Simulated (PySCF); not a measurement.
## CoH: a composite coupled-cluster calculation

State: triplet, unpaired electrons π ↑, δ ↑. De refers to Co (3d7 4s2) + H. ROHF-based CCSD(T) in PySCF 2.14 with Co cc-pVTZ, H cc-pVTZ and Co cc-pVQZ, H cc-pVQZ (frozen core orbitals: 9; no relativity). Correlation energies are extrapolated as n⁻³ (n = 3, 4), Hartree–Fock as (n+1)·exp(−9√n).

```
      Level  Re (Å)  ωe (cm⁻¹)  ωexe (cm⁻¹)  αe (cm⁻¹)  De (eV)
 CCSD(T)/TZ  1.5217     1840.2         35.0      0.230    2.152
 CCSD(T)/QZ  1.5244     1832.2         34.4      0.227    2.268
     HF/CBS  1.6306     1544.5          n/a      0.159   -0.313
    MP2/CBS  1.5007     1902.0         32.0      0.242    2.756
   CCSD/CBS  1.5379     1771.4         31.2      0.216    2.077
CCSD(T)/CBS  1.5258     1828.3         33.8      0.224    2.346
```

How much is left between CCSD(T)/QZ and the basis-set limit, and how much do the triples give at the limit?

CCSD(T)/CBS less CCSD(T)/QZ: +1.4 mÅ in Re, -3.9 cm⁻¹ in ωe and +0.078 eV in De. CCSD(T)/CBS less CCSD/CBS: -12.1 mÅ in Re, +56.9 cm⁻¹ in ωe and +0.269 eV in De.

The T1 diagnostic is 0.071, large enough to doubt a single reference. The state was picked by a PBE0 search and need not be the measured ground state. Spin–orbit coupling, excitations beyond (T) and corrections to the Born–Oppenheimer picture are left out.

The whole job (state search and all basis sets along the bond) took about 41 min on 4 threads of Intel Xeon Platinum 8175M @ 2.50GHz (shared host), peak memory 14 GiB.
